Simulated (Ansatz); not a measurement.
One change: `[NH2][Al]([SiH3])[SiH2]O` becomes `[NH2][Al]([SiH3])[CH2][SiH3]`.

Ansatz, PBE0-D4/def2-TZVP geometries, multiplicity 1. Each molecule was computed in one conformer, which needn't be the lowest.

| property | `[NH2][Al]([SiH3])[SiH2]O` |
| --- | --- |
| LUMO energy (PBE/def2-TZVPP) / eV | -2.22 |
| HOMO–LUMO gap (B3LYP/def2-TZVPP) / eV | 4.98 |
| LUMO energy (B3LYP/def2-TZVPP) / eV | -1.65 |
| LUMO energy (ωB97M-V/def2-TZVPP) / eV | 0.17 |
| HOMO energy (PBE/def2-TZVPP) / eV | -5.73 |
| HOMO energy (ωB97M-V/def2-TZVPP) / eV | -8.74 |

(1) Give the same properties after the change, and the shifts. (Estimate.)

Answers

(1) The calculation gave: 
```csv
property,`[NH2][Al]([SiH3])[CH2][SiH3]`,shift
LUMO energy (PBE/def2-TZVPP) / eV,-1.70,0.52
HOMO–LUMO gap (B3LYP/def2-TZVPP) / eV,6.02,1.04
LUMO energy (B3LYP/def2-TZVPP) / eV,-1.11,0.54
LUMO energy (ωB97M-V/def2-TZVPP) / eV,0.71,0.54
HOMO energy (PBE/def2-TZVPP) / eV,-6.22,-0.49
HOMO energy (ωB97M-V/def2-TZVPP) / eV,-9.35,-0.61
```

With PBE0 the HOMO falls by 0.53 eV and the LUMO rises by 0.55 eV, so the gap widens by about 1.08 eV. PBE moves the HOMO by -0.49 eV and ωB97M-V by -0.61 eV.

B3LYP here is the variant with VWN-RPA as its local correlation; programs differ in this.
